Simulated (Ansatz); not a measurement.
All numbers were calculated with Ansatz.

A structure relaxed at PBE0-D4/def2-TZVP, charge 0, multiplicity 1:

```xyz
16

C     0.5283   -1.9019   -0.2526
S     0.6757   -0.6539    1.0348
C     2.0305    0.3371    0.3862
In   -1.3586    0.8030    0.1451
O    -1.5038    2.2946    1.4605
O    -2.6905   -0.6871    0.0725
O    -0.4182    1.1719   -1.5989
H     0.4905   -1.4145   -1.2273
H     1.3685   -2.5934   -0.1942
H    -0.4089   -2.4290   -0.0736
H     2.1664    1.1759    1.0690
H     1.7706    0.7030   -0.6080
H     2.9412   -0.2614    0.3650
H    -1.2528    3.1318    1.0632
H    -3.3963   -0.5765    0.7132
H    -0.9425    0.9004   -2.3551
```

Give its formula and SMILES.

C2H9InO3S, `C[S+](C)[In-]([OH])([OH])[OH]`.

Point group (tolerance 0.08 Å, 0.16 Å for H)?

C1.

Summarise the bond lengths by kind.

2 × C–S 1.799 to 1.800 Å; 6 × C–H 1.090 to 1.091 Å; 1 × In–S 2.656 Å; 3 × In–O 1.994 to 2.015 Å; 3 × H–O 0.959 to 0.960 Å.
